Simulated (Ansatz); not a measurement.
Ideal-gas functions of FGeI3 (`[F][Ge]([I])([I])[I]`) at 298.15 K and 1 bar, from an Ansatz frequency run at PBE0-D4/def2-TZVP.

Molar mass 472.32 g/mol, point group C3v (symmetry number 3), electronic degeneracy 1, moments of inertia 1209.92, 1209.948, 2163.465 u Å². Harmonic wavenumbers (cm⁻¹, unscaled): 63, 63, 94, 163, 163, 194, 292, 292, 708.

Use S(trans) = R[1.5 ln M + 2.5 ln T − 1.1517]; rotational temperatures θ = 24.2544 K / I; S(rot) = R[ln(√π/σ · √(T³/θAθBθC)) + 1.5]; for each mode x = 1.438777 ν̃/T, S = R[x/(eˣ − 1) − ln(1 − e⁻ˣ)] and H = RT x/(eˣ − 1); 1 cm⁻¹ = 0.0119627 kJ/mol; R = 8.31446 J/(mol·K).

Question: By hand: the entropy, in J/(mol·K).

Answer: Translation 185.7. Rotation: θ = 0.02, 0.02, 0.0112 K, giving 130.4. Vibration, mode by mode: 18.25, 18.25, 14.96, 10.52, 10.52, 9.16, 6.12, 6.12, 1.24, in all 95.1. Electronic 0.0. Sum 411.2 J/(mol·K).

Question: By hand: H − E and G − E in kJ/mol, counted from the electronic energy.

Answer: Zero-point energy ½ × 2032 × 0.0119627 = 12.2; thermal vibration 13.5; translation, rotation and pV give 4 RT = 9.9. H − E = 35.6 kJ/mol, and G − E = 35.6 − 298.15 × 411.2/1000 = -87.0 kJ/mol.

Vibration gives 23 % of the entropy, 51.5 J/(mol·K) of it from the modes under 150 cm⁻¹: soft modes count most, and the harmonic formula is weakest for them.
